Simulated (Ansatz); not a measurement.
Cd5CuS4I4, relaxed as a doublet with UKS PBE-D4/def2-SVP in Ansatz, starting from the GFN1-xTB geometry. Force threshold 0.03 eV/Å.

In the def2 sets Cd, I take a core potential; there is no spin–orbit coupling.

Start:

```
atom   x (Å)   y (Å)   z (Å)
 Cu1  -2.311   0.049  -1.951
 Cd2   1.602   1.744  -1.876
 Cd3  -0.639   1.274   1.024
 Cd4  -2.005  -1.889   1.710
 Cd5   2.753   0.028   1.843
 Cd6   0.636  -1.382  -0.384
  S7  -0.924   1.747  -1.302
  S8  -1.744  -1.816  -0.774
  S9   2.719  -0.153  -0.644
 S10   0.231  -0.619   2.254
 I11  -3.993   0.307  -3.738
 I12   2.668   3.516  -3.534
 I13  -3.473  -3.131   3.538
 I14   4.479   0.325   3.835
```

| step | energy (eV) | largest force component (eV/Å) | SCF passes |
| --- | --- | --- | --- |
| 1 | -143175.7446 | 0.545 | 51 |
| 2 | -143175.9584 | 0.281 | 36 |
| 3 | -143176.0145 | 0.172 | 38 |
| 4 | -143176.0356 | 0.089 | 39 |
| 5 | -143176.0483 | 0.085 | 45 |
| 6 | -143176.0653 | 0.123 | 44 |
| 7 | -143176.0778 | 0.114 | 33 |
| 8 | -143176.0835 | 0.076 | 33 |
| 9 | -143176.0870 | 0.043 | 29 |
| 10 | -143176.0917 | 0.047 | 36 |
| 11 | -143176.0985 | 0.082 | 36 |
| 14 | -143176.1342 | 0.149 | 37 |
| 17 | -143176.2254 | 0.195 | 47 |
| 20 | -143176.3494 | 0.124 | 48 |
| 23 | -143176.3976 | 0.101 | 61 |
| 26 | -143176.4112 | 0.042 | 48 |
| 29 | -143176.4246 | 0.093 | 40 |
| 32 | -143176.4656 | 0.150 | 40 |
| 35 | -143176.5940 | 0.139 | 39 |
| 38 | -143176.6543 | 0.104 | 38 |
| 41 | -143176.6758 | 0.065 | 39 |
| 44 | -143176.7250 | 0.136 | 37 |
| 47 | -143176.8652 | 0.192 | 37 |
| 50 (rejected) | -143176.9278 | 0.124 | 42 |
| 53 | -143176.9526 | 0.018 | 33 |

Force components are those of the run's own axes.

End:

Cartesian coordinates in Å:
```
Cu -1.886 -0.237 -1.076
Cd 0.767 1.617 -1.770
Cd -0.272 0.548 1.991
Cd -1.899 -2.085 1.421
Cd 2.525 -0.181 0.716
Cd 0.356 -1.962 -0.970
S -1.226 1.637 -0.064
S -2.119 -2.499 -1.013
S 2.291 -0.587 -1.689
S 0.717 -1.891 1.685
I -1.348 0.580 -3.522
I 2.421 3.741 -1.925
I -2.635 -0.423 3.515
I 2.308 1.741 2.703
```

Bonds formed: Cd2–I11, Cd3–I13, Cd3–I14 (atoms count from 1). Metal–metal contacts that move far: Cu1–Cd4 4.15 to 3.11 Å, Cu1–Cd6 3.63 to 2.83 Å, Cd3–Cd6 3.27 to 3.93 Å, Cd3–Cd5 3.71 to 3.16 Å.

No frequencies were taken in this run, so the end may be a saddle point.

Hardware: 2 threads of AMD EPYC 7R13 on a shared host and a share (18 GiB) of an NVIDIA H100 80GB HBM3. Wall time 6.9 min, peak host memory 1.1 GiB.
